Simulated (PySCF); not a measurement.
Species: C5H14FGaS.
Numbering: `[CH3:1][CH:2]([CH3:3])[Ga@H-:4]([F:5])[S+:6]([CH3:7])[CH3:8]` (hydrogens: H9, H10, H11 on C1; H12 on C2; H13, H14, H15 on C3; H16 on Ga4; H17, H18, H19 on C7; H20, H21, H22 on C8)

Method: PBE0-D3(BJ)/def2-SVP geometry optimisation, gas phase (PySCF 2.14.0).

(1) Give the optimised bond lengths and angles.

## Answers

(1) 
```csv
bond,length (Å),order
C1–C2,1.525,single
C2–C3,1.526,single
C2–Ga4,1.987,single
Ga4–F5,1.810,single
Ga4–S6,2.534,single
S6–C7,1.807,single
S6–C8,1.807,single
"C1–H9, C1–H10, C1–H11",1.103,single
C2–H12,1.106,single
"C3–H13, C3–H14, C3–H15",1.104,single
Ga4–H16,1.576,single
"C7–H17, C7–H18, C7–H19",1.099,single
"C8–H20, C8–H21, C8–H22",1.099,single
```

Bonds in one row agree within 0.01 Å and their mean is given. Orders are formal, as drawn. A selection of angles:
```csv
angle,degrees
C1–C2–C3,112.2
C1–C2–Ga4,112.4
C3–C2–Ga4,112.0
C2–Ga4–F5,112.8
C2–Ga4–S6,105.6
F5–Ga4–S6,89.6
Ga4–S6–C7,97.1
Ga4–S6–C8,94.0
C7–S6–C8,99.7
```

Torsions: C1–C2–Ga4–F5 10° (synperiplanar); C2–Ga4–S6–C7 69° (synclinal).

Of the pairs four or more bonds apart, F5···H19 is among the closest relative to their van der Waals radii: 2.27 Å, 85 % of the sum of Bondi's values. S6 (sulfur bonded to 2 C and Ga) is pyramidal (angles 99.7°, 97.1° and 94.0°, sum 290.8°, 0.99 Å off the plane of its three neighbours). Ga4 (gallium bonded to C, F, S and H) has angles from 89.6° to 128.9°.

Point group: C1 (no symmetry element, even within 0.4 Å). Not checked by PBE0-D3(BJ)/def2-SVP frequencies. One conformer, not necessarily the lowest.

Hardware: one thread of an Arm Neoverse N1 (shared host). Cost: 4.7 min of wall time. These figures are those of the optimisation.
